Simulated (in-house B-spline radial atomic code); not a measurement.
A run on Fe that did not converge. Method: scalar-relativistic (X2C) B3LYP, spin-polarised, spherical fractional occupations, Fermi nucleus of rms radius 3.7377 fm; computed with an all-electron radial atomic-structure program (B-spline basis).

Command:
```bash
python run_scf.py task.json out
```
Settings (nuclear radius in fm, mass in u):
```
Z                26
configuration    [Ne] 3s2 3p5.75 3d6 4s2 4f0.25
hamiltonian      x2c
method           b3lyp
spin_polarised   True
nucleus          fermi
rms_radius       3.7377
atomic_mass      55.93494
speed_of_light   137.035999084
```

First and last ten iterations of the last attempt (damped for 15 steps, keeping 80 % of the old Fock matrix, then DIIS):
```
 iter        energy (Eh)    residual
    1       -1257.682581    4.11e-01
    2       -1262.622654    5.55e-01
    3       -1267.016272    3.71e-01
    4       -1269.516867    2.44e-01
    5       -1270.858366    1.51e-01
    6       -1271.538916    9.89e-02
    7       -1271.829853    6.82e-02
    8       -1271.957863    4.82e-02
    9       -1272.012907    3.63e-02
   10       -1272.037134    2.72e-02
  111       -1272.062086    4.13e-06
  112       -1272.062086    4.72e-06
  113       -1272.062087    3.34e-06
  114       -1272.062085    6.16e-06
  115       -1272.062085    7.83e-06
  116       -1272.062087    4.06e-06
  117       -1272.062088    7.09e-06
  118       -1272.062088    7.44e-06
  119       -1272.062089    1.30e-05
  120       -1272.062084    1.06e-05
 not converged after 120 iterations
```

The smallest residual met was 2.7e-06; the threshold is about 3e-07. Over the last five steps the energy moves by less than 1e-05 hartree, but the orbitals didn't meet the threshold. Run time, properties included: 7.5 s on 1 thread of Arm Neoverse V2, on a shared host.
